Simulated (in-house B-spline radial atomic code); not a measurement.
Configurations of neutral tellurium, with energies counted from [Kr] 4d10 5s2 5p4. All numbers are computed (scalar-relativistic (X2C) r2SCAN0, spin-polarised, spherical fractional occupations, exact exchange averaged over the configuration; Fermi nucleus of rms radius 4.7423 fm) with a radial B-spline atomic code at the basis-set limit, not measured. Shells without spins written out take the highest spin.

Occupations are held fixed; configurations that lie above the ionisation limit could autoionise.

```json
{"configuration": "[Ar] 3d9 4s2 4p6 4d10 5s2 5p4 6p1", "E - E(ref) (eV)": "583.26", "highest orbital": "6p up", "its <r> (bohr)": "8.321"}
{"configuration": "[Ar] 3d9 4s2 4p6 4d10 5s2 5p4 5d1", "E - E(ref) (eV)": "583.49", "highest orbital": "5d up", "its <r> (bohr)": "6.571"}
{"configuration": "[Ar] 3d9 4s2 4p6 4d10 5s2 5p4 6d1", "E - E(ref) (eV)": "584.37", "highest orbital": "6d up", "its <r> (bohr)": "14.92"}
{"configuration": "[Ar] 3d9 4s2 4p6 4d10 4f1 5s2 5p4", "E - E(ref) (eV)": "584.68", "highest orbital": "4f up", "its <r> (bohr)": "17.56"}
```

**Question.** Order these further configurations by energy, lowest first.
A. [Kr] 4d10 5s2 5p3 6p1
B. [Kr] 4d9 5s2 5p4 5f1
C. [Kr] 4d10 4f1 5s1 5p4
D. [Kr] 4d10 5s2 5p3 6f1
E. [Kr] 4d9 5s2 5p4 6d1

**Answer.** A (6.2112 eV), D (8.0522 eV), C (17.397 eV), E (48.399 eV), B (49.003 eV).
